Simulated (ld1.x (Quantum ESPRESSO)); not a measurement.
# Ta (Z = 73), TM: configuration errors across variants

```
Element                 : tantalum
Generator               : ld1.x (Quantum ESPRESSO) 7.5
Type                    : norm-conserving Troullier–Martins (Kleinman–Bylander form)
Functional              : PBE
Relativity              : scalar-relativistic
Frozen core             : [Kr] 4d10 4f14
Valence charge          : 13
Reference configuration : 5s2 5p6 5d2 6s0 6p0 (charge +3)
Partial waves           : 5s (bound): rc 1.45 bohr; 5p (bound): rc 1.65 bohr; 5d (bound): rc 1.80 bohr; 5f channel at -0.1 Ry: rc 1.75 bohr
Local potential         : all-electron potential smoothed inside 1.50 bohr (lloc = -2)
Core correction         : none
```

All-electron excitation energies from the reference (eV): (1) 5s2 5p6 5d3 6s2 6p0 -47.043; (2) 5s2 5p6 5d3 6s1 6p0 -38.576; (3) 5s2 5p6 5d3 6s0 6p0 -23.604; (4) 5s1 5p6 5d3 6s2 6p0 32.157; (5) 5s2 5p6 5d3 6s1 6p1 -42.865; (6) 5s2 5p6 5d4 6s1 6p0 -44.949; (7) 5s2 5p6 5d3 6s0 6p2 -38.448.

Errors AE − PS in meV (a dash: test not solved or not reliable):

```tsv
change	(1)	(2)	(3)	(4)	(5)	(6)	(7)	bound ghosts
base	-603	-380	+0.6	-1196	-354	-258	-64	none
wave 5d (bound): rc 1.80 bohr becomes 5d (bound): rc 1.22 bohr	-604	-381	0.0	-1193	-355	-258	-65	none
wave 5d (bound): rc 1.80 bohr becomes 5d (bound): rc 1.46 bohr	-603	-380	+0.5	-1198	-355	-258	-64	none
wave 5d (bound): rc 1.80 bohr becomes 5d (bound): rc 1.76 bohr	-603	-380	+0.7	-1197	-354	-258	-64	none
wave 5d (bound): rc 1.80 bohr becomes 5d (bound): rc 2.14 bohr	-603	-380	+0.7	-1195	-354	-257	-64	none
wave 5d (bound): rc 1.80 bohr becomes 5d (bound): rc 2.28 bohr	-604	-380	+1.2	-1200	-354	-257	-64	none
```

Question: Give the same row for: wave 5d (bound): rc 1.80 bohr becomes 5d (bound): rc 2.70 bohr.

Answer: -608, -380, +7.0, -1233, -356, -256, -63; bound ghosts: none.
